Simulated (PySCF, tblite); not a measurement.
Compound: C4F6O2.
Numbering: `[O:1]=[C:2]([F:3])[C:4]([F:5])([F:6])[C:7]([F:8])([F:9])[C:10](=[O:11])[F:12]`

Cartesian coordinates in Å at the GFN2-xTB level; atoms count from 1:
```
atom  x, y, z in Å
O1     1.723    1.634    0.012
C2     1.661    0.467    0.094
F3     2.517   -0.267    0.799
C4     0.594   -0.444   -0.569
F5     1.080   -1.670   -0.805
F6     0.243    0.085   -1.761
C7    -0.683   -0.538    0.337
F8    -0.294   -0.653    1.625
F9    -1.381   -1.641    0.032
C10   -1.553    0.738    0.182
O11   -1.426    1.739    0.777
F12   -2.482    0.549   -0.750
```

Level of theory: PBE0/pcSseg-1 in PySCF (dipole) on a GFN2-xTB geometry, gas phase.

Masses are those of the commonest isotopes; rigid-rotor values at the optimised geometry. The values belong to one conformer with, in the numbering `[O:1]=[C:2]([F:3])[C:4]([F:5])([F:6])[C:7]([F:8])([F:9])[C:10](=[O:11])[F:12]`, O1–C2–C4–F5 152°, C2–C4–C7–F8 -41°, C4–C7–C10–O11 -86°.

Question: Give the principal moments of inertia and the rotational constants in MHz.

Answer: Ia = 381.51, Ib = 608.88, Ic = 679.40 u·Å²; 505379 MHz·u·Å²/I gives A = 1325, B = 830.0, C = 743.9 MHz.

Question: Classify the top.

Answer: An asymmetric top: κ = (2 × 830.0 − 1325 − 743.9)/(1325 − 743.9) = -0.70.

Question: What does the inertial defect say?

Answer: Not planar: Δ = Ic − Ia − Ib = -310.99 u·Å². For a rigid frame Δ = −2 Σ m c², so Σ m c² = 155.50 u·Å² lies off the ab plane. The atom farthest from that plane is 1.75 Å away.

Question: Give the other two planar moments, Paa and Pbb, and the rms extents of the mass along the axes.

Answer: Paa = Σ m a² = (Ib + Ic − Ia)/2 = 453.39 and Pbb = Σ m b² = (Ia + Ic − Ib)/2 = 226.02 u·Å². With the mass M = 193.98 u, the rms extents √(P/M) along a, b and c are 1.53, 1.08, 0.90 Å.

Question: Predict some low-J microwave lines.

Answer: The dipole components are |μa| = 0.00 D, |μb| = 1.46 D, |μc| = 0.00 D; the symmetry axis of this C2 structure is b, so μa and μc vanish by symmetry and there are no a-type or c-type lines. Some lines, for components of 0.1 D or more:

| type | branch | J(Ka,Kc) | MHz | lower level (cm⁻¹) |
| --- | --- | --- | --- | --- |
| b | Q | 2(1,1) ← 2(0,2) | 677 | 0.157 |
| b | Q | 4(1,3) ← 4(0,4) | 1084 | 0.520 |
| b | Q | 5(2,3) ← 5(1,4) | 1338 | 0.824 |
| b | Q | 4(2,2) ← 4(1,3) | 1350 | 0.556 |
| b | Q | 2(2,1) ← 2(1,2) | 1742 | 0.171 |
| b | Q | 3(2,2) ← 3(1,3) | 1878 | 0.324 |
| b | Q | 3(3,0) ← 3(2,1) | 2645 | 0.388 |
| b | R | 4(2,2) ← 3(3,1) | 3738 | 0.477 |
| b | Q | 5(5,1) ← 5(4,2) | 4818 | 1.076 |
| b | R | 3(3,1) ← 2(2,0) | 7406 | 0.230 |
| b | R | 4(3,2) ← 3(2,1) | 8958 | 0.388 |
| b | R | 5(3,3) ← 4(2,2) | 10473 | 0.601 |
| b | R | 5(5,0) ← 4(4,1) | 12711 | 0.812 |

Question: Estimate the classical rotational partition function at 25 K, 100 K and 298.15 K.

Answer: Point group C2, symmetry number σ = 2; q = (√π/σ)·√((kT/h)³/(ABC)), k/h = 20836.6 MHz/K: 11700 at 25 K, 93200 at 100 K, 480000 at 298.15 K.

Its GFN2-xTB frequencies are all real (lowest 19 cm⁻¹). Zero-point vibration and centrifugal distortion are left out.

Time: 33 s of wall time; peak memory 0.89 GiB. Hardware: one thread, Arm Neoverse V1 (aarch64), shared host with 32 logical CPUs at a one-minute load of 9.4. This is the PBE0/pcSseg-1 job that gave the dipole, with the shieldings it also computed.
